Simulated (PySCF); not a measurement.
**Atomic charges by several schemes**

C3H8O3Si.
Z-matrix (Å and degrees, GFN2-xTB geometry), rows numbered from 1:
```
O 
Si  1  1.6073
O   2  1.6341  1  111.23
C   3  1.4024  2  119.94  1  -152.76
C   4  1.5267  3  111.91  2    47.48
C   5  1.5266  4  110.79  3   -59.58
O   6  1.4024  5  111.85  4    59.48
H   1  0.9545  2  121.14  3    59.38
H   2  1.4511  1  103.95  3   120.60
H   4  1.0948  3  106.85  2   168.58
H   4  1.0975  3  109.32  2   -74.13
H   5  1.0898  4  109.79  3   178.99
H   5  1.0914  4  108.64  3    59.56
H   6  1.0950  5  110.41  4   178.42
H   6  1.0976  5  109.69  4   -61.98
```

Density: PBE0/pcSseg-1 (PySCF); schemes: Mulliken, IAO, Hirshfeld and ESP-fitted. The structure is a single GFN2-xTB conformer in the gas phase; no vibrational or solvent corrections.

Task: Atoms with like bonding are taken together and averaged. At which atom do the 4 schemes differ most?

Result: At Si2: from +0.493 (Hirshfeld) to +1.487 e (IAO), 0.994 e apart.

Task: Do the Mulliken, IAO, Hirshfeld and ESP-fitted schemes agree on where the charge is highest?

Result: All schemes agree: Mulliken Si2 (+1.135); IAO Si2 (+1.487); Hirshfeld Si2 (+0.493); ESP-fitted Si2 (+1.077).

Task: Tabulate the Mulliken, IAO, Hirshfeld and ESP-fitted charges.

Result: In e; atoms taken as equivalent share a row and are averaged (×n: the atom named and its like, n in all):

```csv
atom,environment,Mulliken,IAO,Hirshfeld,ESP-fitted
O1,silanol oxygen,-0.530,-0.779,-0.301,-0.743
Si2,oxygen-bound silicon,+1.135,+1.487,+0.493,+1.077
O3/O7,silyl ether oxygen,-0.627,-0.660,-0.241,-0.560
C4/C6,sp3 carbon bound to oxygen,+0.081,-0.047,+0.007,+0.204
C5,ring CH2 carbon,-0.303,-0.297,-0.082,-0.177
H8,hydroxyl hydrogen,+0.249,+0.369,+0.185,+0.460
H9,Si–H hydrogen,-0.164,-0.191,-0.084,-0.156
H10/H14,methylene hydrogen,+0.124,+0.149,+0.046,+0.049
H11/H15,methylene hydrogen,+0.102,+0.120,+0.036,+0.015
H12,methylene hydrogen,+0.126,+0.147,+0.051,+0.037
H13,methylene hydrogen,+0.128,+0.142,+0.040,+0.087
```

Mean size of the charges over all atoms: IAO 0.357 e, Mulliken 0.300 e, ESP-fitted 0.293 e, Hirshfeld 0.127 e. Each set sums to the total charge, 0, to within 0.001 e. The Mulliken scheme gives each basis function's population to the atom it is centred on and halves the overlap population of two atoms between them. The ESP scheme fits charges at the nuclei, held to the total charge, to the electrostatic potential on points at 1.4 to 2.0 times the van der Waals radii.

Task: How many electrons does the Hirshfeld scheme count on O1?

Result: Z − q = 8 − (-0.301) = 8.301.

Task: How closely do the schemes follow one another over all atoms?

Result: Correlation coefficient and root-mean-square difference: IAO with Hirshfeld 0.99, 0.339 e; Mulliken with IAO 0.99, 0.126 e; Mulliken with Hirshfeld 0.98, 0.240 e; Hirshfeld with ESP-fitted 0.98, 0.246 e; Mulliken with ESP-fitted 0.97, 0.111 e; IAO with ESP-fitted 0.96, 0.162 e.

The run behind these numbers computed NMR shieldings as well. On one thread of an Arm Neoverse N1, no GPU, shared host with 64 logical CPUs at a one-minute load of 56, this took 35 s and 0.69 GiB of memory at its peak.
